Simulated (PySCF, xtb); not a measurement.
C4H4F2, SMILES FC1=CC[C@H]1F.

Harmonic wavenumbers (cm⁻¹) from GFN2-xTB (xtb) at its own minimum, in rising order: 190, 231, 350, 438, 591, 656, 779, 856, 951, 975, 1009, 1061, 1099, 1139, 1184, 1209, 1252, 1300, 1443, 1730, 2942, 3008, 3021, 3164.

What does PySCF with PBE-D3(BJ)/def2-SVP give at its own minimum? (An estimate is asked for; the answer gives what the named calculation found.)

189, 226, 354, 456, 612, 660, 795, 843, 916, 918, 1003, 1060, 1114, 1136, 1164, 1212, 1288, 1351, 1410, 1695, 2978, 2985, 3050, 3168. Paired by order, the mean absolute difference is 20 cm⁻¹ and the zero-point energies are 43.7 and 43.7 kcal/mol.
